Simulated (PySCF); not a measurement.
# Working out the ionisation energy of Mn⁺

Mn⁺ [Ar] 3d5 4s1 (7S) → Mn²⁺ [Ar] 3d5 (6S). Calculation: PySCF 2.14, in aug-cc-pVDZ; the non-relativistic Hamiltonian (point nucleus). Frozen: [Ar]. Energies in hartree (1 hartree = 27.21139 eV):

| part | Mn⁺ (lower) | Mn²⁺ (upper) |
| --- | --- | --- |
| UHF | -1149.647939 | -1149.107067 |
| MP2 opposite-spin | 0.000000 | 0.000000 |
| MP2 same-spin | -0.068580 | -0.054136 |

What does Hartree-Fock give?

(-1149.107067) − (-1149.647939) = 0.540872 hartree = 14.718 eV.

What do MP2 and SCS-MP2 (6/5 opposite-spin, 1/3 same-spin) give?

The opposite-spin parts differ by 0.000 eV and the same-spin parts by 0.393 eV. MP2: 14.718 + (0.000) + (0.393) = 15.111 eV. SCS-MP2: 14.718 + 1.2 × (0.000) + (0.393)/3 = 14.849 eV.

Measured between the centres of the two terms (NIST): 15.640 eV, so MP2 (valence) is off by -0.529 eV.

The calculation is non-relativistic.

A double-zeta basis recovers only part of the correlation energy.

What remains against the reference includes basis incompleteness, the frozen core and correlation beyond second order.
